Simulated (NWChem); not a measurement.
System: C3H3F3; SMILES FC(F)(F)C=C

Input file for NWChem:

```
start job
memory heap 200 mb stack 900 mb global 1100 mb
geometry units angstroms noautoz
  C     -0.030773    -2.111996     0.000000
  C      0.658829    -0.975055     0.000000
  C      0.015500     0.376288     0.000000
  F     -1.331354     0.314444     0.000000
  F      0.390865     1.091403     1.085974
  F      0.390865     1.091403    -1.085974
  H      0.472105    -3.074063     0.000000
  H     -1.116149    -2.118573     0.000000
  H      1.745104    -0.950788     0.000000
end
basis spherical
  * library def2-svp
end
dft
  xc r2scan
  iterations 150
  mulliken
end
task dft energy
```

Structure relaxed at the B3LYP/6-31G* (spherical d) level.

Problem. Predict the main results of this run. (r2SCAN/def2-SVP.) Quantities: energy (Ha); highest occupied level (eV); orbital gap (eV); dipole (D).

Solution. The energy (Ha) is -415.13, the highest occupied level (eV) comes out as -7.74 and the orbital gap (eV) is 6.15. The dipole (D) is 2.27.
